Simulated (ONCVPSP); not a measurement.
**Building the ONCV potential for arsenic (As) (PBE, fully relativistic).**

As (Z = 33), optimised norm-conserving Vanderbilt (ONCV), made with ONCVPSP 4.0.1 (PBE, fully relativistic). Core [Ar], reference 3d10 4s2 4p2 (charge +1). Waves: 4s: rc 1.55 bohr, ncon 5, nbas 9, qcut 4.2 1/bohr, 1 projector; 4p: rc 1.65 bohr, ncon 3, nbas 7, qcut 5.4 1/bohr, 3 projectors, debl 1.7 Ha; 3d: rc 1.20 bohr, ncon 4, nbas 9, qcut 12.8 1/bohr, 2 projectors, debl 1.7 Ha. Local part: polynomial inside 1.10 bohr (lpopt 5, dvloc0 0 Ha). Core correction: none.

Open shells are filled in proportion to 2j + 1.

In the d channel the program set the typed energies aside and used -1.841, 0.250 Ha (j = l + 1/2; the other j can differ).

All-electron outer shells of the reference configuration (PBE, scalar-relativistic, ld1.x):

```tsv
shell	level (eV)	outermost node (bohr)	outermost maximum (bohr)
3s	-200.08	0.25	0.52
3p	-143.45	0.22	0.52
3d	-50.40	–	0.47
4s	-23.36	0.73	1.59
4p	-13.34	0.78	1.90
```

(1) Estimate the cutoffs (Ha) at which the residual kinetic energy of the hardest occupied pseudo-wave falls to 1 and 0.1 mHa per electron.

(2) What does a ghost test show?

(3) Which valence shell sets the plane-wave cutoff?

Results:

(1) 70 Ha and 77 Ha.

(2) Ghosts flagged at negative energy: s at -51.2 eV, p3/2 at -90.7 eV; GHOST(+) flagged for p1/2 at 191.8 eV. A true bound ghost makes a file unfit for plane-wave use.

(3) 3d: 70 Ha for 1 mHa per electron, against 11 Ha for 4s.

Its largest configuration-test error is +4.1 meV (3d10 4s2 4p0). 1 of 4 tests not solved or not reliable.
